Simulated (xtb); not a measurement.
Zr(Cl)3(OH) (Cl3HOZr), SMILES [OH][Zr]([Cl])([Cl])[Cl], multiplicity 1. All values are semi-empirical tight-binding results from xtb (GFN2-xTB unless named), good for trends rather than for accurate numbers. Geometry: GFN2-xTB. The spin state was assumed, not searched. The isomer is the one that the SMILES or the coordinates give; other isomers of the formula were not compared. One conformer was computed; it need not be the lowest.

For metal compounds this method's bond lengths and energies can be far off.

| Quantity | Result |
|---|---|
| point group as xtb finds it | C3v |
| orbital gap | 3.45 eV |
| zero-point energy | 9.2 kcal/mol |
| G − E(el) at 298.15 K (modified RRHO) | -12.8 kcal/mol |
